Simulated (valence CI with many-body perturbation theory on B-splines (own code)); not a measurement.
# Sc16+: E2, M1 decay

Computed by relativistic CI+MBPT: three valence electrons over a frozen Dirac-Fock core [He], a basis of 11 s, 11 p, 10 d, 8 f, 5 g, 2 h functions for each j, with the one-electron correlation potential Σ1, the two-electron term Σ2, the three-electron term Σ3, Breit, model QED; selected CI, second order for the rest, scaled by the run's own slope (own B-spline code, finite nucleus).

No measured levels were compared; by estimate levels of excited configurations hold to 0.05 to 0.15 % of their energy, terms of the ground configuration to about 0.5 %.

Lines 1 to 11 of 11 in falling wavelength, among levels below 914.23 eV, chosen from the decays that carry over 1 % of a level's rate. Wavelengths and rates use the calculated energies, so an error of 500 cm⁻¹ moves a line at 1.982 nm by 0.0099 % and its rate by three times that or more. Electric multipoles are in the length gauge, E1 and E2 with the static RPA response of the core. Weak lines are less certain than strong ones. Lines between different terms over intervals too small for the method are left out, as are lines whose strength nearly cancels.

Names give the largest LS component (configuration and term), which can be under half, so a name can repeat, a term be missing and a line seem to break the LS rules; names also repeat where a configuration has a term twice.

| λ vac (nm) | Upper | Lower | Type | A (s⁻¹) | Branch % |
| --- | --- | --- | --- | --- | --- |
| 219.1 | 2s2 2p 2P°_3/2 | 2s2 2p 2P°_1/2 | M1 | 8.57e+02 | 100.0 |
| 1.982 | 2s 2p 3p 4D_5/2 | 2s 2p2 4P_5/2 | E2 | 4.47e+08 | 7.3 |
| 1.972 | 2s 2p 3p 4D_7/2 | 2s 2p2 4P_5/2 | E2 | 5.46e+08 | 31.6 |
| 1.966 | 2s 2p 3p 4D_5/2 | 2s 2p2 4P_1/2 | E2 | 4.31e+08 | 7.0 |
| 1.963 | 2s 2p 3p 4D_7/2 | 2s 2p2 4P_3/2 | E2 | 3.73e+08 | 21.6 |
| 1.799 | 2p2 3d 2G_9/2 | 2s 2p2 2D_5/2 | E2 | 2.36e+09 | 55.5 |
| 1.770 | 2p2 3d 4F_9/2 | 2s 2p2 4P_5/2 | E2 | 2.62e+09 | 25.7 |
| 1.770 | 2p2 3d 4F_3/2 | 2s 2p2 4P_1/2 | E2 | 2.28e+09 | 1.3 |
| 1.768 | 2p2 3d 4F_7/2 | 2s 2p2 4P_3/2 | E2 | 2.29e+09 | 3.1 |
| 1.767 | 2p2 3d 4D_7/2 | 2s 2p2 4P_5/2 | E2 | 1.62e+09 | 4.7 |
| 1.739 | 2p2 3d 2G_9/2 | 2s 2p2 4P_5/2 | E2 | 4.35e+07 | 1.0 |
